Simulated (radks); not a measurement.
The numbers below are computed, except where a source is named.
As IV, 30 electrons, occupied as [Ar] 3d10 4s1 4p1 (not the ground configuration).

Code: a radial shooting solver on a logarithmic mesh with Libxc functionals. Model: Dirac Kohn-Sham, PBE, spin-unpolarised, spherical densities, finite nucleus; open shells fill j = l - 1/2 first; Fermi nuclear charge, rms radius 4.0968 fm.

Energy parts (hartree):
total: -2258.48507
kinetic: 2309.50228
electron-nucleus: -5412.62388
Hartree: 927.38281
exchange-correlation: -82.74628

Orbitals (lengths in bohr, moments of r in powers of bohr; <r^-3> diverges for s and p1/2):
| orbital | occ. | eigenvalue (hartree) | <r^-3> |
|---|---|---|---|
| 1s1/2 | 2 | -431.8895 | - |
| 2s1/2 | 2 | -55.93961 | - |
| 2p1/2 | 2 | -50.12105 | - |
| 2p3/2 | 4 | -48.77707 | 1064 |
| 3s1/2 | 2 | -8.31094 | - |
| 3p1/2 | 2 | -6.35488 | - |
| 3p3/2 | 4 | -6.17004 | 147.6 |
| 3d3/2 | 4 | -2.82217 | 17.44 |
| 3d5/2 | 6 | -2.79513 | 16.92 |
| 4s1/2 | 1 | -1.66282 | - |
| 4p1/2 | 1 | -1.24638 | - |
| 4p3/2 | 0 | -1.22864 | 14.30 |

The highest occupied level is 4p1/2 at -33.916 eV. The electron density at the nucleus is 3.555e+04 e/bohr^3. The density falls to 0.001 e/bohr^3 at r = 3.31 bohr.
